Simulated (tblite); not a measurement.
Parent: `[Cl:1][SiH2:2][C:3]1=[C:4]([Cl:5])[CH2:6][CH2:7]1` with Cl1–Si2–C3–C4 180°, C4H6Cl2Si.

Structures optimised with GFN2-xTB, isolated species. One conformer each, not checked by frequencies here.

```json
{"coordinate of the parent": "Cl1–Si2", "value": "2.020 Å"}
{"coordinate of the parent": "Si2–C3", "value": "1.869 Å"}
{"coordinate of the parent": "C3=C4", "value": "1.340 Å"}
{"coordinate of the parent": "C4–Cl5", "value": "1.703 Å"}
{"coordinate of the parent": "C4–C6", "value": "1.497 Å"}
{"coordinate of the parent": "C6–C7", "value": "1.548 Å"}
{"coordinate of the parent": "C3–C7", "value": "1.522 Å"}
{"coordinate of the parent": "Cl1–Si2–C3", "value": "106.3°"}
{"coordinate of the parent": "Si2–C3–C4", "value": "135.3°"}
{"coordinate of the parent": "Si2–C3–C7", "value": "133.2°"}
{"coordinate of the parent": "C4–C3–C7", "value": "91.5°"}
{"coordinate of the parent": "C3–C4–Cl5", "value": "133.3°"}
{"coordinate of the parent": "C3–C4–C6", "value": "96.4°"}
{"coordinate of the parent": "Cl5–C4–C6", "value": "130.3°"}
{"coordinate of the parent": "C4–C6–C7", "value": "84.8°"}
{"coordinate of the parent": "C3–C7–C6", "value": "87.2°"}
```

How does the shared frame change in `[F:1][CH:2]([F:3])[Si@H:4]([Cl:5])[C:6]1=[C:7]([Cl:8])[CH2:9][CH2:10]1` with F1–C2–Si4–Cl5 176°, C2–Si4–C6–C7 21°, C5H6Cl2F2Si? Atoms pair as Cl1 = Cl5, Si2 = Si4, C3 = C6, C4 = C7, Cl5 = Cl8, C6 = C9, C7 = C10 (parent first).

| parent | relative | value in the relative | change |
| --- | --- | --- | --- |
| Cl1–Si2 | Cl5–Si4 | 2.011 Å | -0.009 |
| Si2–C3 | Si4–C6 | 1.866 Å | -0.003 |
| C3=C4 | C6=C7 | 1.344 Å | +0.004 |
| C4–Cl5 | C7–Cl8 | 1.696 Å | -0.007 |
| C4–C6 | C7–C9 | 1.497 Å | 0.000 |
| C6–C7 | C9–C10 | 1.548 Å | 0.000 |
| C3–C7 | C6–C10 | 1.521 Å | -0.001 |
| Cl1–Si2–C3 | Cl5–Si4–C6 | 112.1° | +5.8 |
| Si2–C3–C4 | Si4–C6–C7 | 136.2° | +0.9 |
| Si2–C3–C7 | Si4–C6–C10 | 132.1° | -1.1 |
| C4–C3–C7 | C7–C6–C10 | 91.6° | +0.1 |
| C3–C4–Cl5 | C6–C7–Cl8 | 133.8° | +0.5 |
| C3–C4–C6 | C6–C7–C9 | 96.1° | -0.3 |
| Cl5–C4–C6 | Cl8–C7–C9 | 130.0° | -0.3 |
| C4–C6–C7 | C7–C9–C10 | 85.0° | +0.2 |
| C3–C7–C6 | C6–C10–C9 | 87.2° | 0.0 |

Of the parent's bonds, Cl1–Si2 changes most (-0.009 Å). Bonds of the relative outside the shared frame: F1–C2 1.361, C2–F3 1.363, C2–Si4 1.944 Å. Point group Cs → C1.

How does the shared frame change in `[O:1]=[CH:2][O:3][Si@@H:4]([Cl:5])[C:6]1=[C:7]([Cl:8])[CH2:9][CH2:10]1` with O1–C2–O3–Si4 0°, C2–O3–Si4–Cl5 -179°, O3–Si4–C6–C7 -165°, C5H6Cl2O2Si? Atoms pair as Cl1 = Cl5, Si2 = Si4, C3 = C6, C4 = C7, Cl5 = Cl8, C6 = C9, C7 = C10 (parent first).

```json
{"parent": "Cl1–Si2", "relative": "Cl5–Si4", "value in the relative": "1.996 Å", "change": "-0.024"}
{"parent": "Si2–C3", "relative": "Si4–C6", "value in the relative": "1.865 Å", "change": "-0.004"}
{"parent": "C3=C4", "relative": "C6=C7", "value in the relative": "1.343 Å", "change": "+0.003"}
{"parent": "C4–Cl5", "relative": "C7–Cl8", "value in the relative": "1.697 Å", "change": "-0.006"}
{"parent": "C4–C6", "relative": "C7–C9", "value in the relative": "1.497 Å", "change": "0.000"}
{"parent": "C6–C7", "relative": "C9–C10", "value in the relative": "1.547 Å", "change": "-0.001"}
{"parent": "C3–C7", "relative": "C6–C10", "value in the relative": "1.522 Å", "change": "0.000"}
{"parent": "Cl1–Si2–C3", "relative": "Cl5–Si4–C6", "value in the relative": "112.7°", "change": "+6.4"}
{"parent": "Si2–C3–C4", "relative": "Si4–C6–C7", "value in the relative": "135.6°", "change": "+0.3"}
{"parent": "Si2–C3–C7", "relative": "Si4–C6–C10", "value in the relative": "132.8°", "change": "-0.4"}
{"parent": "C4–C3–C7", "relative": "C7–C6–C10", "value in the relative": "91.6°", "change": "+0.1"}
{"parent": "C3–C4–Cl5", "relative": "C6–C7–Cl8", "value in the relative": "133.3°", "change": "0.0"}
{"parent": "C3–C4–C6", "relative": "C6–C7–C9", "value in the relative": "96.2°", "change": "-0.2"}
{"parent": "Cl5–C4–C6", "relative": "Cl8–C7–C9", "value in the relative": "130.4°", "change": "+0.1"}
{"parent": "C4–C6–C7", "relative": "C7–C9–C10", "value in the relative": "85.0°", "change": "+0.2"}
{"parent": "C3–C7–C6", "relative": "C6–C10–C9", "value in the relative": "87.2°", "change": "0.0"}
```

Of the parent's bonds, Cl1–Si2 changes most (-0.024 Å). Bonds of the relative outside the shared frame: O1=C2 1.193, C2–O3 1.311, O3–Si4 1.676 Å. Point group Cs → C1.

How does the shared frame change in `[CH2:1]=[N:2][Si@@H:3]([Cl:4])[C:5]1=[C:6]([Cl:7])[CH2:8][CH2:9]1` with C1–N2–Si3–Cl4 134°, N2–Si3–C5–C6 48°, C5H7Cl2NSi? Atoms pair as Cl1 = Cl4, Si2 = Si3, C3 = C5, C4 = C6, Cl5 = Cl7, C6 = C8, C7 = C9 (parent first).

```tsv
parent	relative	value in the relative	change
Cl1–Si2	Cl4–Si3	2.015 Å	-0.005
Si2–C3	Si3–C5	1.869 Å	0.000
C3=C4	C5=C6	1.338 Å	-0.002
C4–Cl5	C6–Cl7	1.703 Å	0.000
C4–C6	C6–C8	1.497 Å	0.000
C6–C7	C8–C9	1.549 Å	+0.001
C3–C7	C5–C9	1.519 Å	-0.003
Cl1–Si2–C3	Cl4–Si3–C5	109.2°	+2.9
Si2–C3–C4	Si3–C5–C6	135.2°	-0.1
Si2–C3–C7	Si3–C5–C9	133.1°	-0.1
C4–C3–C7	C6–C5–C9	91.6°	+0.1
C3–C4–Cl5	C5–C6–Cl7	133.3°	0.0
C3–C4–C6	C5–C6–C8	96.4°	0.0
Cl5–C4–C6	Cl7–C6–C8	130.3°	0.0
C4–C6–C7	C6–C8–C9	84.7°	-0.1
C3–C7–C6	C5–C9–C8	87.2°	0.0
```

Of the parent's bonds, Cl1–Si2 changes most (-0.005 Å). Bonds of the relative outside the shared frame: C1=N2 1.247, N2–Si3 1.719 Å. Point group Cs → C1.

How does the shared frame change in `[CH3:1][S:2][Si@@H:3]([Cl:4])[C:5]1=[C:6]([Cl:7])[CH2:8][CH2:9]1` with C1–S2–Si3–Cl4 -175°, S2–Si3–C5–C6 85°, C5H8Cl2SSi? Atoms pair as Cl1 = Cl4, Si2 = Si3, C3 = C5, C4 = C6, Cl5 = Cl7, C6 = C8, C7 = C9 (parent first).

```csv
parent,relative,value in the relative,change
Cl1–Si2,Cl4–Si3,2.009 Å,-0.011
Si2–C3,Si3–C5,1.870 Å,+0.001
C3=C4,C5=C6,1.340 Å,0.000
C4–Cl5,C6–Cl7,1.705 Å,+0.002
C4–C6,C6–C8,1.497 Å,0.000
C6–C7,C8–C9,1.548 Å,0.000
C3–C7,C5–C9,1.521 Å,-0.001
Cl1–Si2–C3,Cl4–Si3–C5,108.8°,+2.5
Si2–C3–C4,Si3–C5–C6,135.6°,+0.3
Si2–C3–C7,Si3–C5–C9,132.8°,-0.4
C4–C3–C7,C6–C5–C9,91.6°,+0.1
C3–C4–Cl5,C5–C6–Cl7,133.5°,+0.2
C3–C4–C6,C5–C6–C8,96.3°,-0.1
Cl5–C4–C6,Cl7–C6–C8,130.2°,-0.1
C4–C6–C7,C6–C8–C9,84.9°,+0.1
C3–C7–C6,C5–C9–C8,87.2°,0.0
```

Of the parent's bonds, Cl1–Si2 changes most (-0.011 Å). Bonds of the relative outside the shared frame: C1–S2 1.822, S2–Si3 2.154 Å. Point group Cs → C1.

The numbers are calculated, not measured.
